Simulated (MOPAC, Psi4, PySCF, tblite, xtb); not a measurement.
Dimer C2H6O ··· H3B (SMILES COC and B) at R = 4.91 Å between the centres of mass, closest contact 2.86 Å (a random orientation, not optimised). Geometry in Å and degrees:

```
C
H 1 1.0889
H 1 1.0983 2 109.04
H 1 1.0983 2 109.03 3 118.12
O 1 1.4093 2 107.47 4 120.94
C 5 1.4092 1 112.49 2 -179.90
H 6 1.0889 5 107.47 1 179.94
H 6 1.0983 7 109.04 5 -120.94
H 6 1.0983 7 109.03 8 -118.12
B 2 2.9324 1 152.57 3 -9.17
H 10 1.1894 2 97.30 1 -75.58
H 10 1.1895 11 120.00 2 76.58
H 10 1.1895 11 120.00 12 -179.93
```

Computed with: GFN2-xTB (tblite); SAPT0/jun-cc-pVDZ, frozen core (Psi4); PBE/def2-TZVP, counterpoise-corrected (Psi4); PBE-D3(BJ)/def2-TZVP, counterpoise-corrected (Psi4); HF/aug-cc-pVDZ, counterpoise-corrected (Psi4); MP2/aug-cc-pVDZ = DF-MP2/aug-cc-pVDZ, frozen core, counterpoise-corrected (Psi4); SCS-MP2/aug-cc-pVDZ = Psi4 with DF-SCS-MP2/aug-cc-pVDZ, frozen core, counterpoise-corrected; PM3, restricted, heats of formation (MOPAC); PM7, restricted, heats of formation (MOPAC); GFN1-xTB (xtb); RKS-B3LYP/6-31G* = restricted B3LYP/6-31G*, spherical d, no counterpoise correction in PySCF; RKS-B3LYP/3-21G = PySCF with restricted B3LYP/3-21G, no counterpoise correction; RMP2/3-21G = restricted MP2 (frozen core)/3-21G, no counterpoise correction run with PySCF; RHF/STO-3G = restricted Hartree-Fock/STO-3G, no counterpoise correction in PySCF 2.14.0.

What interaction energy does each level give?


```json
[
 {"method": "PM3", "E_int / kJ/mol": "-3.87"},
 {"method": "PBE-D3(BJ)/def2-TZVP", "E_int / kJ/mol": "-2.64"},
 {"method": "GFN2-xTB", "E_int / kJ/mol": "-2.37"},
 {"method": "RMP2/3-21G", "E_int / kJ/mol": "-2.11"},
 {"method": "GFN1-xTB", "E_int / kJ/mol": "-1.75"},
 {"method": "RKS-B3LYP/3-21G", "E_int / kJ/mol": "-1.43"},
 {"method": "PBE/def2-TZVP", "E_int / kJ/mol": "-0.69"},
 {"method": "MP2/aug-cc-pVDZ", "E_int / kJ/mol": "-0.66"},
 {"method": "PM7", "E_int / kJ/mol": "-0.66"},
 {"method": "SCS-MP2/aug-cc-pVDZ", "E_int / kJ/mol": "-0.07"},
 {"method": "SAPT0/jun-cc-pVDZ", "E_int / kJ/mol": "0.03"},
 {"method": "RKS-B3LYP/6-31G*", "E_int / kJ/mol": "0.36"},
 {"method": "RHF/STO-3G", "E_int / kJ/mol": "1.20"},
 {"method": "HF/aug-cc-pVDZ", "E_int / kJ/mol": "1.96"}
]
```
